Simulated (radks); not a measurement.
Problem. The table gives one normalised radial function P(r) = r R(r) (large component) of Lu in [Xe] 4f14 5d1 6s2 (r in bohr). Method: Dirac Kohn-Sham, Slater X-alpha with alpha = 0.648, spin-unpolarised, spherical densities, point nucleus; open shells are shared between the two j in proportion to 2j + 1; computed with a radial shooting solver on a logarithmic mesh with Libxc functionals.

| r | P |
|---|---|
| 0.0008216 | 0.0135 |
| 0.001122 | 0.0172 |
| 0.001533 | 0.0217 |
| 0.002095 | 0.0271 |
| 0.002862 | 0.0331 |
| 0.003879 | 0.0394 |
| 0.005299 | 0.0452 |
| 0.007239 | 0.0491 |
| 0.00989 | 0.0485 |
| 0.01351 | 0.0403 |
| 0.01831 | 0.0219 |
| 0.02502 | -0.0085 |
| 0.03418 | -0.0456 |
| 0.04669 | -0.0742 |
| 0.06379 | -0.0698 |
| 0.08645 | -0.0167 |
| 0.1181 | 0.0687 |
| 0.1613 | 0.1116 |
| 0.2204 | 0.0373 |
| 0.2987 | -0.1073 |
| 0.4081 | -0.1550 |
| 0.5575 | 0.0043 |
| 0.7617 | 0.2202 |
| 1.041 | 0.2410 |
| 1.41 | 0.0062 |
| 1.927 | -0.3349 |
| 2.632 | -0.5560 |
| 3.596 | -0.5534 |
| 4.912 | -0.3812 |
| 6.658 | -0.1846 |
| 9.096 | -0.0569 |
| 12.43 | -0.0102 |

Which n and l does it have? It may be an empty orbital.

Solution. n = 6, l = 0: the number of nodes gives n - l - 1 = 5, the rise at small r points to l (this Dirac orbital starts as r^gamma with gamma = sqrt((l + 1)^2 - (Z/c)^2) = 0.86; the j = 1/2 orbital of l + 1 starts with the same power, but with a smaller coefficient, and then steepens), and the extent must fit the shell. The curve is that of 6s1/2. 6s1/2: eigenvalue -3.897 eV, 5 radial nodes at r = 0.0232, 0.0922, 0.239, 0.554, 1.42 bohr, <r> = 3.70 bohr, 90 % of the charge inside 5.55 bohr.
